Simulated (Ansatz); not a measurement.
Ansatz (a quantum-chemistry and plane-wave program) input (RPA@PBE/def2-QZVPP):
A basis named .json is the Basis Set Exchange file of that set.

Ansatz 0.2 input:
```yaml
crystal:
  periodic: [false, false, false]
  atoms:
    - {symbol: C, position_ang: [-2.11124146, -0.26009625, -0.76618520]}
    - {symbol: S, position_ang: [-1.06923458, -0.37870480, 0.72893469]}
    - {symbol: Ge, position_ang: [1.09904625, 0.23458947, -0.04974273]}
    - {symbol: H, position_ang: [-2.08737288, 0.75584864, -1.16471542]}
    - {symbol: H, position_ang: [-1.74293116, -0.93723449, -1.53908324]}
    - {symbol: H, position_ang: [-3.14501663, -0.52479635, -0.52021330]}
    - {symbol: H, position_ang: [1.01720269, -0.70465228, -1.37140839]}
    - {symbol: H, position_ang: [0.56383993, 1.52382578, -0.87865616]}
basis:
  gaussian:
    orbitals: def2-QZVPP.json
hamiltonian:
  xc: pbe
total_charge: -1
magnetization: {spin_polarized: false}
correlation: {method: rpa, electrons: outside_noble_gas}
```

End of the output:

```
integrals: 1.54 GiB planned
2229 factors; integrals over basis functions are off by at most 1.2e-3 eV
0.54 GiB of the device are held for the grids
3.50 GiB of device memory are held for the factors and their scratch space
mean field: 3.50 GiB planned
mean field evaluation 1: about -68456.6460 eV, gradient 4.6e1 eV
mean field evaluation 2: about -68456.6433 eV, gradient 4.6e1 eV
mean field evaluation 4: about -68460.6780 eV, gradient 1.3e1 eV
mean field evaluation 8: about -68461.0926 eV, gradient 1.1e0 eV
mean field evaluation 16: about -68461.0959 eV, gradient 8.9e-4 eV
mean field -68461.09586542 eV, -2515.8988684567 hartree, gradient 9.2e-6 eV, S^2 0.000000; 0 other end points of the search recorded, 0 dependent functions left out
20 core orbitals not correlated
reference -68401.69552077 eV, -2513.7159460540 hartree; 10, 10 occupied and 336, 336 virtual orbitals, 2229 factors
Total energy: -68427.24593495 eV, -2514.6549064564 hartree
```

It need not be the lowest isomer of its formula. Whether it binds its extra electron was not tested at this geometry.
